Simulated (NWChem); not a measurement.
SnICl, singlet; SMILES [Cl][Sn][I]

Program: NWChem. Low-valent species are run as closed-shell singlets; no triplet was tried in these runs. Geometry: optimised at PBE0/def2-SVP. def2 effective core potentials on Sn, I; no spin-orbit coupling. Total energies compare along this basis series because the functional is fixed.

```tsv
level	basis functions	energy (Ha)	highest occupied level (eV)	orbital gap (eV)	dipole (D)	relative time
TPSS/def2-SVP	70	-971.9898	-6.45	2.66	2.84	1
TPSS/def2-SVPD	94	-972.0006	-6.59	2.67	2.87	2
TPSS/def2-TZVP	137	-972.1651	-6.54	2.71	2.85	4
TPSS/def2-TZVPP	142	-972.1651	-6.54	2.71	2.85	5
TPSS/def2-QZVP	234	-972.1819	-6.56	2.71	2.82	9
```

The last column is a rough cost ratio, cheapest run = 1.
